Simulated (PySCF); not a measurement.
Species: C3H4BCl.
SMILES with atom numbers: `[BH2:1][C:2]#[C:3][CH2:4][Cl:5]` (hydrogens: H6, H7 on B1; H8, H9 on C4)

Method: PBE0-D3(BJ)/def2-SVP geometry optimisation, gas phase (PySCF).

Task: What internal coordinates does the optimisation give?

Result: 
| bond | length (Å) | order |
| --- | --- | --- |
| B1–C2 | 1.502 | single |
| C2≡C3 | 1.224 | triple |
| C3–C4 | 1.441 | single |
| C4–Cl5 | 1.796 | single |
| B1–H6, B1–H7 | 1.207 | single |
| C4–H8, C4–H9 | 1.100 | single |

Bonds in one row agree within 0.01 Å and their mean is given. Orders are formal, as drawn. A selection of angles:
| angle | degrees |
| --- | --- |
| C2–B1–H6 | 120.0 |
| H6–B1–H7 | 120.1 |
| B1–C2–C3 | 179.9 |
| C2–C3–C4 | 179.1 |
| C3–C4–Cl5 | 114.0 |
| C3–C4–H8 | 110.2 |
| Cl5–C4–H8 | 107.2 |
| H8–C4–H9 | 107.7 |

The 2 C–C bonds span 1.224 Å (C2≡C3, drawn triple) to 1.441 Å (C3–C4, drawn single), a spread of 0.217 Å. The 5 heavy atoms lie in one plane (0.000 Å rms). B1 (three-coordinate boron) is planar (angles 120.1°, 120.0° and 119.9°, sum 360.0°, 0.00 Å off the plane of its three neighbours).

Point group: Cs (tolerance 0.08 Å). No PBE0-D3(BJ)/def2-SVP frequencies stand behind this structure, so it isn't proved a minimum.
